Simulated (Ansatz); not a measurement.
Consider the isomerisation: `ClC[SiH2]CCl` → `CC([SiH3])(Cl)Cl`.

Computed with Ansatz on PBE0-D4/def2-TZVP structures; ΔE is electronic, products minus reactants. CBS: MP2 limit from def2 TZ/QZ plus the TZ coupled-cluster correction, frozen cores. Functionals use def2-TZVPP. Each species was taken in one conformer, which may not be the lowest.

```tsv
level	ΔE (kJ/mol)
r2SCAN-D4	28.6
r2SCANh-D4	30.1
PBE	30.2
PBE0	33.9
BHLYP	38.3
HF/def2-TZVPP	42.9
CCSD(T)/def2-TZVPP	27.8
HF/CBS(def2)	43.2
```

Q: What does CCSD(T)/CBS give? (Best estimate.)

A: The calculation gave: +28.1 kJ/mol. The listed levels differ from it by 0.5, 2.0, 2.1, 5.8, 10.2, 14.8, -0.3, 15.1 kJ/mol.

Q: What do rigid-rotor, harmonic-oscillator terms from PBE0-D4/def2-TZVP frequencies (298.15 K, 1 bar) make of the CCSD(T)/CBS value? (Best estimate.)

A: The calculation gave: ΔZPE = -6.6 kJ/mol, ΔH = +21.6 kJ/mol, ΔS = -7 J/(mol·K), ΔG = +23.8 kJ/mol. Modes under 50 cm⁻¹ make the entropy rough.

Largest T1 diagnostic among the species: 0.010.

Leaving LDA and LC-ωPBE aside and taking each functional with its dispersion term where it has one, the values, not all of them listed here, spread over 9.3 kJ/mol, from revPBE-D4 to BHLYP-D4. LDA lies −11.2 kJ/mol from PBE without D4. From BLYP to BHLYP (50 % exact exchange), in def2-TZVPP and without D4, ΔE moves by +4.5 kJ/mol.

CCSD(T)/CBS has its own doubt, a few kJ/mol and more with outer-core shells, so smaller differences from it don't rank the levels.
